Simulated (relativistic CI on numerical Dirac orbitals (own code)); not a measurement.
**Slater and spin-orbit integrals, Tc²⁴⁺**

Computed by Dirac-Coulomb-Breit CI, separate exchange-only KLI orbitals for each configuration, QED by a radiative potential, unscaled Slater integrals (own radial code, finite nucleus).

Slater integrals F^k, G^k are unscaled and averaged over j, outside the closed core [Ne]; ζ comes from projecting the Hamiltonian with its Breit term on Σ l·s of the shell.

- 3s2.3p6.3d: ζ(3d) = 16724 cm⁻¹; <r>(3d) = 0.3329, <r^2>(3d) = 0.1289 (bohr units).
- 3s2.3p5.3d2: ζ(3p) = 134250, F^2(3d,3d) = 304820, F^4(3d,3d) = 196510, F^2(3p,3d) = 268870, G^1(3p,3d) = 293090, G^3(3p,3d) = 194030, ζ(3d) = 16445 cm⁻¹; <r>(3p) = 0.3705, <r^2>(3p) = 0.1583, <r>(3d) = 0.3337, <r^2>(3d) = 0.1295 (bohr units).
- 3s.3p6.3d2: F^2(3d,3d) = 304430, F^4(3d,3d) = 196250, G^2(3s,3d) = 220680, ζ(3d) = 16599 cm⁻¹; <r>(3s) = 0.3788, <r^2>(3s) = 0.1634, <r>(3d) = 0.3341, <r^2>(3d) = 0.1298 (bohr units).

Question: Give the Racah parameters of the d shell in 3s2.3p5.3d2.

Answer: B = F²/49 − 5F⁴/441 = 3993 cm⁻¹ and C = 35F⁴/441 = 15596 cm⁻¹.

Averages of the first 10 configurations, taken without configuration mixing, which lowers the lowest level and can move excited configurations by several eV; other configurations of the list can lie among them:

| Configuration | Parity | States | Average energy above the lowest level (eV) |
| --- | --- | --- | --- |
| 3s2.3p6.3d | even | 10 | 3.6 |
| 3s2.3p5.3d2 | odd | 270 | 145.7 |
| 3s.3p6.3d2 | even | 90 | 259.8 |
| 3s2.3p6.4s | even | 2 | 471.1 |
| 3s2.3p6.4p | odd | 6 | 511.3 |
| 3s2.3p6.4d | even | 10 | 567.2 |
| 3s2.3p6.4f | odd | 14 | 614.3 |
| 3s2.3p5.3d.4s | odd | 120 | 608.2 |
| 3s2.3p5.3d.4p | even | 360 | 648.5 |
| 3p6.3d3 | even | 120 | 521.7 |
